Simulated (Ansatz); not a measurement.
Input and output for CH5AlBF.

```yaml
crystal:
  periodic: [false, false, false]
  atoms:
    - {symbol: B, position_ang: [-0.208955, 1.299053, -0.836768]}
    - {symbol: C, position_ang: [0.647739, -0.246945, -0.808891]}
    - {symbol: F, position_ang: [1.385423, -0.644997, 0.668203]}
    - {symbol: Al, position_ang: [-0.423901, -0.970618, 0.688675]}
    - {symbol: H, position_ang: [-0.652876, 1.663431, -1.280480]}
    - {symbol: H, position_ang: [-0.169973, 1.929470, 0.438329]}
    - {symbol: H, position_ang: [0.756304, -0.619932, -1.609259]}
    - {symbol: H, position_ang: [-0.693404, -2.457533, 0.400358]}
    - {symbol: H, position_ang: [-1.102349, 0.076416, 1.854113]}
basis:
  gaussian: {orbitals: "6-31G*"}
total_charge: -1
magnetization: {spin_polarized: true, initial_magnetization: 1}
hamiltonian: {xc: {name: r2SCAN}, dispersion: d3bjatm}
output: {forces: true}
```

```sh
$ ansatz run in.yaml --threads 2 --pin off --events-out ev --progress --plain --max-ram 4352MiB
```

It prints (some lines left out):

```
Functional definition: r2SCAN
864 factors; their error is unknown
mean field evaluation 1: about -11081.7245 eV, gradient 4.8e1 eV
mean field evaluation 2: about -11037.6525 eV, gradient 9.6e1 eV
mean field evaluation 4: about -11090.7191 eV, gradient 2.2e1 eV
mean field evaluation 8: about -11093.8817 eV, gradient 1.9e-1 eV
mean field evaluation 16: about -11093.8401 eV, gradient 6.1e-3 eV
mean field -11093.84008521 eV, -407.6911034564 hartree, gradient 5.0e-5 eV, S^2 0.755926; 4 other end points of the search recorded, 0 dependent functions left out
reference -11093.84010274 eV, -407.6911041006 hartree; 20, 19 occupied and 54, 55 virtual orbitals, 864 factors
Total energy: -11093.88208302 eV, -407.6926468476 hartree
Atom 0 at    -0.208955     1.299053    -0.836768 Å, force    29.388417   -24.830961    31.545037 eV/Å
Atom 1 at     0.647739    -0.246945    -0.808891 Å, force    -7.531812    10.754228     8.000692 eV/Å
Atom 2 at     1.385423    -0.644997     0.668203 Å, force     2.308741    -0.840561     3.248022 eV/Å
Atom 3 at    -0.423901    -0.970618     0.688675 Å, force     0.598622     2.241685    -0.103940 eV/Å
Atom 4 at    -0.652876     1.663431    -1.280480 Å, force   -26.804691    22.217055   -28.713428 eV/Å
Atom 5 at    -0.169973     1.929470     0.438329 Å, force    -0.054173    -1.141515    -2.262518 eV/Å
Atom 6 at     0.756304    -0.619932    -1.609259 Å, force     2.511508    -6.107312   -11.565989 eV/Å
Atom 7 at    -0.693404    -2.457533     0.400358 Å, force    -0.577741    -1.191483     0.243810 eV/Å
Atom 8 at    -1.102349     0.076416     1.854113 Å, force     0.161130    -1.101137    -0.391686 eV/Å
Dipole moment:     0.263693    -0.279663    -0.200907 e Å
```

Run time 7.5 s (2 threads of an Arm Neoverse V2 on a shared host); peak host memory 0.2 GiB.
